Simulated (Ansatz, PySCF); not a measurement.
Dimer: C2H4 (SMILES C=C) (first 6 atoms) with H2 (SMILES [H][H]); geometry from B3LYP-D3(BJ)/def2-TZVP, rigid monomers moved along the line of their centres of mass till C2···H7 is 3.50 Å.
(charge 0, multiplicity 1):
```xyz
8

C      0.4094     0.5515    -0.3288
C     -0.1351    -0.6137    -0.0115
H      1.4820     0.7026    -0.3114
H     -0.1950     1.4026    -0.6185
H     -1.2077    -0.7648    -0.0283
H      0.4692    -1.4647     0.2788
H     -0.4155     0.1280     3.3964
H     -0.5521     0.0913     4.1277
```

Interaction energies are E(AB) − E(A) − E(B) at the monomers' geometry in the complex; basis-set methods are counterpoise corrected.

Correlated levels freeze the cores. CBS(a, b) extrapolates the correlation energy as X⁻³ and adds the Hartree–Fock energy of set b.

Programs: Ansatz (Gaussian orbitals); PySCF for the dispersion terms. Each number belongs to the level named beside it.

PBE/def2-TZVPPD gives -12.2 meV for the interaction energy.

Problem. How do the other levels lie against it? Give each less PBE: PBE-D3(BJ)/def2-TZVPPD, r2SCAN/def2-TZVPPD, PBE0/def2-TZVPPD, wB97M-V/def2-TZVPPD, MP2/CBS(aug-cc-pVDZ, aug-cc-pVTZ), CCSD(T)/CBS(aug-cc-pVDZ, aug-cc-pVTZ).

Solution. PBE-D3(BJ)/def2-TZVPPD -8.3; r2SCAN/def2-TZVPPD 6.0; PBE0/def2-TZVPPD 1.9; wB97M-V/def2-TZVPPD -0.3; MP2/CBS(aug-cc-pVDZ, aug-cc-pVTZ) -1.7; CCSD(T)/CBS(aug-cc-pVDZ, aug-cc-pVTZ) -1.2 meV. 2 of 6 lie above PBE; the widest gap is to PBE-D3(BJ)/def2-TZVPPD.

Ansatz is a program for electronic structure.
